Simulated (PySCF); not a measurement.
C6H9O3 (doublet state).
Atom-mapped SMILES: `[CH3:1]/[CH:2]=[CH:3]\[O:4][CH:5][CH2:6][C:7](=[O:8])[OH:9]` (hydrogens: H10, H11, H12 on C1; H13 on C2; H14 on C3; H15 on C5; H16, H17 on C6; H18 on O9)

Structure used (GFN2-xTB), in Å, numbered top down from 1:
```
atom  x, y, z in Å
C1    -2.9520   -0.3442    1.1734
C2    -2.6095   -0.6291   -0.2491
C3    -1.4381   -0.3196   -0.8188
O4    -0.4526    0.2943   -0.1424
C5     0.6688    0.6865   -0.7747
C6     1.8303    1.0180    0.0853
C7     2.7861   -0.1574    0.2524
O8     2.4927   -1.3199    0.2182
O9     4.0467    0.2661    0.4259
H10   -2.1624    0.2328    1.6453
H11   -3.8876    0.2109    1.2357
H12   -3.0836   -1.2757    1.7250
H13   -3.3521   -1.1312   -0.8483
H14   -1.2329   -0.5521   -1.8590
H15    0.8129    0.3765   -1.8002
H16    1.4698    1.2872    1.0810
H17    2.4068    1.8522   -0.3185
H18    4.6480   -0.4887    0.5306
```

The hyperfine couplings belong to this conformer and change with its torsions.

Computed with UKS B3LYP, pcH-1 on C H O, non-relativistic, mean-field spin-orbit, GIAO (PySCF 2.14.0). The structure is a single GFN2-xTB conformer in the gas phase; no vibrational or solvent corrections. GFN2-xTB frequencies show an imaginary mode (27i cm⁻¹), so this geometry is no minimum at that level. The geometry wasn't refined by DFT: couplings that depend on bond lengths, twists or pyramidal angles can differ widely from those at the functional's own minimum. No stability test was run, so a lower SCF solution isn't excluded.

Question: What is the g tensor, term by term?

Answer: 
```
                    Δg (ppm)     1     2     3
relativistic mass correction  -195  -195  -195
            gauge correction    -2    40    36
   orbital Zeeman/spin–orbit   -11  1038  1747
                       total  -208   882  1588
```

So g = 2.00211, 2.00320, 2.00391 and g_iso = 2.00307; the tensor is rhombic: the two nearest values differ by 39 % of g3 − g1. Axes: g3 points within 11° of the C2–H13 bond.

Question: How much does each term add to the isotropic shift?

Answer: The orbital-Zeeman/spin–orbit term 925, the mass correction -195 and the gauge correction 25 ppm, for a total of 754 ppm. The orbital-Zeeman/spin–orbit term is the largest in size. The mass correction is the same along every axis, so the anisotropy comes from the other two: their spans along these axes are 42 (gauge) and 1758 ppm (orbital Zeeman/spin–orbit).

Question: What effective moment and Curie constant follow for a powder?

Answer: With the mean of g² = 4.0123 and S(S+1) = 0.75: μ_eff = √(⟨g²⟩S(S+1)) = 1.735 μB and χT = 0.12505·⟨g²⟩·S(S+1) = 0.376 cm³ K/mol (cgs; spin-Hamiltonian part alone).

Question: In a frozen sample, at which fields do the three g values resonate at 9.5, 34, 94 and 263 GHz (hyperfine left aside), and which band first spreads them over more than twice a line width of 0.5 mT?

Answer: 
```json
{"band": "X", "GHz": "9.5", "B(g3) mT": "338.72", "B(g2) mT": "338.83", "B(g1) mT": "339.02", "spread mT": "0.30"}
{"band": "Q", "GHz": "34.0", "B(g3) mT": "1212.24", "B(g2) mT": "1212.67", "B(g1) mT": "1213.33", "spread mT": "1.09"}
{"band": "W", "GHz": "94.0", "B(g3) mT": "3351.50", "B(g2) mT": "3352.68", "B(g1) mT": "3354.50", "spread mT": "3.01"}
{"band": "J", "GHz": "263.0", "B(g3) mT": "9377.06", "B(g2) mT": "9380.36", "B(g1) mT": "9385.47", "spread mT": "8.41"}
```

The spread grows in proportion to the frequency. Q band is the first where it exceeds 1.0 mT.

The largest Mulliken spin populations are on C5 (+0.88), C2 (+0.11), O4 (+0.10) and C6 (-0.06). C5 is the only atom above +0.15. The angles at C5 add up to 355.3°, so it is nearly planar; its axial dipolar tensor and the negative coupling of its proton fit spin in a p orbital normal to that plane.

The HOMO–LUMO gaps are 4.73 eV among the α and 5.24 eV among the β orbitals.
